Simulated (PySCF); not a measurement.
**Peak assignment**

Structure with atom numbers: `[CH3:1][CH2:2][CH2:3][O:4][CH:5]([CH3:6])[CH3:7]`. Each H is labelled by its parent atom.

Calculated, not measured (PySCF 2.14.0 with density-fitted response routines): GFN2-xTB structure, shielding tensors at PBE0/pcSseg-1 (GIAO). Equivalent nuclei averaged, single conformer, non-relativistic, in vacuum.

Shifts are taken against calculated references (same method and geometry level): ¹³C (186.93 ppm) and ¹H (31.72 ppm) vs TMS.

Problem. Assign these signals to the numbered atoms. ¹³C{¹H} NMR (computed): δ 76.8 (CH), 76.0 (CH2), 28.3 (CH2), 24.0 (CH3), 11.7 (CH3).

Solution. 
| δ (ppm) | atoms | environment | reason |
| --- | --- | --- | --- |
| 76.8 | C5 | sp3 CH bonded to O | deshielded by the electronegative neighbour |
| 76.0 | C3 | sp3 CH2 bonded to O | the inductive effect lowers its shielding |
| 28.3 | C2 | sp3 CH2 | aliphatic region, no heteroatom directly attached |
| 24.0 | C6/C7 | methyl carbon | aliphatic region, no heteroatom directly attached |
| 11.7 | C1 | methyl carbon | – |

C5 and C3 lie closer than the usual error of such a calculation, so a measured spectrum could show them in the other order.

Problem. Assign these signals to the numbered atoms. ¹H NMR (600 MHz, computed): δ 3.57 (sept, 1H), 3.44 (t, 2H), 1.70 (m, 2H), 1.18 (d, 6H), 0.94 (t, 3H).

Solution. 
| δ (ppm) | atoms | environment | reason |
| --- | --- | --- | --- |
| 3.57 | H(C5) | hydrogen on an sp3 CH bonded to O | its carbon carries O, hence the downfield position |
| 3.44 | H(C3) | hydrogen on an sp3 CH2 bonded to O | its carbon carries O, hence the downfield position |
| 1.70 | H(C2) | hydrogen on an sp3 CH2 | – |
| 1.18 | H(C6)/H(C7) | hydrogen on a methyl carbon | – |
| 0.94 | H(C1) | hydrogen on a methyl carbon | far from electronegative atoms and π systems |

Shifts are as computed. Against solution values, carbons near 30 ppm lie about +3 ppm off and those near 130 ppm about +5 ppm. Of 1211 compounds with measured shifts, 218 miss one by over three times the rms of a fit or turn the order of signals round; such compounds aren't used in these exercises. Multiplicities follow the n + 1 count of equivalent neighbours, as no J values were calculated; m marks all less simple cases, F and P coupling included.
